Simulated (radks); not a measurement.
Results of a calculation; reference values are marked as such.
Species: S. Configuration: [Ne] 3s2 3p4 (the NIST ground configuration). Level of theory: non-relativistic Kohn-Sham, LDA (Slater exchange, Perdew-Wang correlation), spin-polarised, spherical densities, point nucleus; open shells are filled with parallel spins first (a radial shooting solver on a logarithmic mesh with Libxc functionals).

Normalised radial functions P(r) = r R(r), r in bohr:

r           3p up
0.005822   0.0012
0.006617   0.0015
0.007461   0.0019
0.00848    0.0024
0.009561   0.0030
0.01078    0.0038
0.01225    0.0049
0.01381    0.0061
0.0157     0.0078
0.0177     0.0097
0.02012    0.0123
0.02269    0.0153
0.02578    0.0193
0.02907    0.0239
0.03278    0.0296
0.03725    0.0369
0.042      0.0452
0.04774    0.0558
0.05382    0.0677
0.06117    0.0827
0.06897    0.0991
0.07839    0.1192
0.08839    0.1405
0.09966    0.1641
0.1133     0.1915
0.1277     0.2186
0.1451     0.2482
0.1636     0.2751
0.186      0.3013
0.2097     0.3213
0.2383     0.3350
0.2687     0.3382
0.303      0.3293
0.3444     0.3039
0.3883     0.2631
0.4413     0.2002
0.4976     0.1231
0.5655     0.0229
0.6376    -0.0848
0.7247    -0.2094
0.8171    -0.3291
0.9212    -0.4448
1.047     -0.5557
1.181     -0.6403
1.342     -0.7029
1.513     -0.7314
1.719     -0.7282
1.939     -0.6956
2.203     -0.6344
2.484     -0.5588
2.801     -0.4728
3.183     -0.3778
3.589     -0.2923
4.079     -0.2108
4.6       -0.1469
5.228     -0.0937
5.894     -0.0575
6.699     -0.0316
7.553     -0.0166

3p up: eigenvalue -7.729 eV, 1 radial node at r = 0.581 bohr, <r> = 2.04 bohr, 90 % of the charge inside 3.24 bohr.
